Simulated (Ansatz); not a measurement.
Mulliken charges of `[Se]=C[S][SbH2]` from B3LYP/def2-TZVPP in Ansatz (PBE0-D4/def2-TZVP geometry).

| atom | x (Å) | y (Å) | z (Å) | charge (e) |
| --- | --- | --- | --- | --- |
| Se1 | -1.358 | 1.466 | -2.299 | -0.114 |
| C2 | -0.564 | 0.602 | -0.985 | -0.122 |
| S3 | -0.736 | 1.044 | 0.662 | -0.128 |
| Sb4 | 0.632 | -0.574 | 1.900 | 0.400 |
| H5 | 0.072 | -0.258 | -1.185 | 0.133 |
| H6 | 0.046 | -1.918 | 1.019 | -0.085 |
| H7 | 1.969 | -0.429 | 0.843 | -0.084 |

Problem. By hand: the dipole of these point charges (1 e Å = 4.8032 D).

Solution. Σ q r = (0.411, -0.439, 0.742) e Å, of length 0.955 e Å = 4.59 D.

Problem. How does the dipole of the full density compare? (Best estimate.)

Solution. Computed: (0.385, -0.427, 0.570) e Å, 3.89 D; the point charges give 1.18 times that, at 6° from its direction.

Point charges leave out the atoms' own dipoles, such as those of lone pairs, and Mulliken's split depends on the basis, so the two needn't agree.

B3LYP here is the variant with VWN-RPA as its local correlation; programs differ in this.
